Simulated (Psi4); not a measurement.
H3BCl2OSi, singlet, geometry from GFN2-xTB. Base run: CCSD(T)/def2-SVP (Psi4).

Here is a job for Psi4.
```
memory 2 GB

molecule {
0 1
  B     0.00335835    0.06014520    0.48001600
  Cl   -0.46635317   -0.71762729    1.95747438
  Cl    0.77651618    1.62152095    0.57308637
  O    -0.22201043   -0.51885801   -0.66361242
  Si   -0.20591187   -0.66870573   -2.29447209
  H     0.45328283    0.49451383   -2.88360965
  H    -1.62644918   -0.74278325   -2.61769739
  H     0.54245282   -1.90590461   -2.48679731
}

set basis def2-svp
set freeze_core true

energy('ccsd(t)')
print_variables()
```

The base run was repeated with changes; each row names its change, and settings that it needs were set with it.

```tsv
change	ΔE vs base (mEh)	MP2 correlation (Eh)	basis functions	core-seconds (rough)
base	0.000	-0.62312	97	100
method = qcisd(t)	-0.599	-0.62312	97	60
method = ccsd	15.838	-0.62312	97	60
method = mp3	24.047	-0.62305	97	10
method = mp2	64.246	-0.62305	97	8
method = mp4	-0.020	-0.62312	97	50
method = dlpno-mp2	64.321	-0.62297	97	10
method = fno-ccsd(t)	0.000	-0.62312	97	60
```
